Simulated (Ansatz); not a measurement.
Frontier orbitals of `[GeH3][Sb]1[CH2][S]1`.

| atom | x (Å) | y (Å) | z (Å) |
| --- | --- | --- | --- |
| Ge1 | 1.2113 | 0.7717 | -0.8644 |
| Sb2 | -0.0637 | -1.5197 | -0.6521 |
| C3 | -1.1387 | -0.8536 | 1.1126 |
| S4 | -2.1830 | -0.4354 | -0.2761 |
| H5 | 1.0569 | 1.3382 | -2.2859 |
| H6 | 0.5951 | 1.7536 | 0.1466 |
| H7 | 2.7181 | 0.6176 | -0.5727 |
| H8 | -0.6974 | -0.0161 | 1.6439 |
| H9 | -1.4986 | -1.6562 | 1.7481 |

Charge 0, multiplicity 1. Correlated methods include outer-core shells of Ge, Sb, which these sets cover unevenly. Scalar relativity is left out up to krypton. Sb: def2 effective core potential. The structure was optimised at the PBE0-D4/def2-TZVP level. Basis def2-TZVPP, Ansatz.

```json
{"functional": "LDA (SPW92)", "HOMO (eV)": "-5.55", "LUMO (eV)": "-2.64", "gap (eV)": "2.91"}
{"functional": "PBE", "HOMO (eV)": "-5.43", "LUMO (eV)": "-2.46", "gap (eV)": "2.97"}
{"functional": "PBE0", "HOMO (eV)": "-6.51", "LUMO (eV)": "-1.74", "gap (eV)": "4.77"}
{"functional": "ωB97M-V", "HOMO (eV)": "-8.53", "LUMO (eV)": "0.03", "gap (eV)": "8.56"}
```

A quarter of exact exchange (PBE0) shifts PBE's HOMO by −1.09 eV and its LUMO by +0.72 eV; full exchange at long range (ωB97M-V) shifts them by −3.11 and +2.49 eV. The gap opens from 2.97 to 8.57 eV, since occupied levels lose self-interaction and empty ones feel all the electrons. A positive LUMO is unbound and depends on the basis.
